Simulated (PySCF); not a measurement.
Geometry:
| atom | x (Å) | y (Å) | z (Å) |
| --- | --- | --- | --- |
| C1 | -1.707 | 0.757 | 0.959 |
| C2 | -1.140 | -0.175 | -0.090 |
| C3 | -1.468 | -1.629 | 0.144 |
| O4 | 0.309 | -0.058 | -0.129 |
| Si5 | 1.262 | 1.203 | 0.251 |
| P6 | 3.207 | 0.189 | -0.526 |
| H7 | -1.431 | 1.809 | 0.763 |
| H8 | -2.806 | 0.721 | 0.954 |
| H9 | -1.368 | 0.474 | 1.968 |
| H10 | -1.493 | 0.130 | -1.090 |
| H11 | -2.555 | -1.783 | 0.097 |
| H12 | -1.000 | -2.262 | -0.623 |
| H13 | -1.115 | -1.954 | 1.135 |
| H14 | 1.157 | 2.435 | -0.571 |
| H15 | 1.560 | 1.450 | 1.682 |
| H16 | 3.478 | -1.018 | 0.153 |
| H17 | 4.402 | 0.937 | -0.431 |
| H18 | 3.109 | -0.176 | -1.886 |

Total charge +1.

Geometry: PBE0-D3(BJ)/def2-SVP; GIAO shifts from PySCF 2.14.0 with density-fitted response routines, gas phase, non-relativistic, averaged over equivalent atoms.

At PBE0/pcSseg-1 (176 basis functions, 23 s wall time on 1 thread of an Arm Neoverse V1, shared host):
```csv
atoms,δ (ppm)
C2,78.7
C1/C3,25.9
O4,71.4
Si5,-26.2
P6,-170.9
H14/H15,5.85
H16/H17/H18,5.08
H10,4.53
H7/H8/H9/H11/H12/H13,1.58
```

Chemical shifts δ = σref − σ; TMS for ¹³C (σ = 184.41 ppm) and ²⁹Si (σ = 351.99 ppm) and ¹H (σ = 31.27 ppm); ¹⁷O (σ = 334.56 ppm) vs H2O; ³¹P (σ = 310.13 ppm) against H3PO4, all at this level.

Question: Predict the values at B3LYP/pcSseg-1 on the same geometry.

Answer: 
```tsv
atoms	δ at B3LYP/pcSseg-1	change
C2	80.7	+2.0
C1/C3	26.6	+0.7
O4	78.3	+6.9
Si5	-30.8	-4.6
P6	-163.0	+7.9
H14/H15	5.78	-0.07
H16/H17/H18	4.98	-0.10
H10	4.56	+0.03
H7/H8/H9/H11/H12/H13	1.60	+0.02
```

Referencing at the same level of theory: TMS for ¹³C (σ = 179.24 ppm) and ²⁹Si (σ = 337.86 ppm) and ¹H (σ = 31.38 ppm); H2O for ¹⁷O (σ = 334.04 ppm); ³¹P (σ = 297.42 ppm) against H3PO4.

The largest change is at P6 (phosphorus bonded to Si, 3 H). Cost: 176 basis functions, 21 s wall time on 1 thread of an Arm Neoverse V1, shared host.

Experimental scales use liquid or dissolved standards, which lie at an offset from isolated H2O (liquid H2O: subtract about 36 ppm) and H3PO4.
